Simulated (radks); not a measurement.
Charge is removed step by step from the 5p down level of Hg, starting from [Kr] 4d10 4f14 5s2 5p(up 3, down 3) 5d10 6s2. All-electron calculation, scalar-relativistic Kohn-Sham, BLYP, spin-polarised, spherical densities, finite nucleus; Fermi nuclear charge, rms radius 5.4648 fm. Program: a radial shooting solver on a logarithmic mesh with Libxc functionals.

| removed (e) | E - E(0) (eV) | eigenvalue (eV) | E minus straight line (eV) |
|---|---|---|---|
| 0 | 0.000 | -66.391 | 0.000 |
| 0.25 | 16.973 | -69.579 | -1.252 |
| 0.5 | 34.759 | -72.902 | -1.690 |
| 0.75 | 53.391 | -76.347 | -1.282 |
| 1 | 72.898 | -79.901 | 0.000 |

Removing the whole electron costs 72.898 eV by Delta-SCF, against 66.391 eV from minus the eigenvalue at the starting occupation. Slater's transition state (half an electron removed) gives 72.902 eV. Integrating minus the eigenvalue over the occupation (Janak's theorem) gives 72.983 eV. In this scalar-relativistic scheme the density is built from large components alone, so the theorem holds only approximately. The mean slope of the eigenvalue, de/dn, is 13.5 eV per electron.
